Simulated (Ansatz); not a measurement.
Basis-set extrapolation for CH8Al2BP (PBE0-D4/def2-TZVP geometry, frozen core, Ansatz). Multiplicity 1, RHF reference.

|  | def2-TZVPP | def2-QZVPP |
| --- | --- | --- |
| HF | -891.857642 | -891.884647 |
| MP2 correlation | -0.611587 | -0.652950 |
| CCSD(T) correlation | -0.707169 | not run |

Energies in hartree. Use E(X) = E(∞) + A·exp(−7.88·√X) for Hartree–Fock and E(X) = E(∞) + B·X^(−2.97) for correlation, with X = 3 and 4, and add CCSD(T) minus MP2 of the smaller set to the MP2 limit.

Question: What is the CCSD(T) energy at the basis-set limit?

Answer: HF limit: -891.884647 + (-0.027005) × 0.13774 = -891.88837. MP2 limit: -0.652950 + (-0.041363) × 0.74074 = -0.68359. Higher-order term: -0.707169 − (-0.611587) = -0.09558. Total: -892.66754 hartree, 64.5 kcal/mol below CCSD(T)/def2-TZVPP.
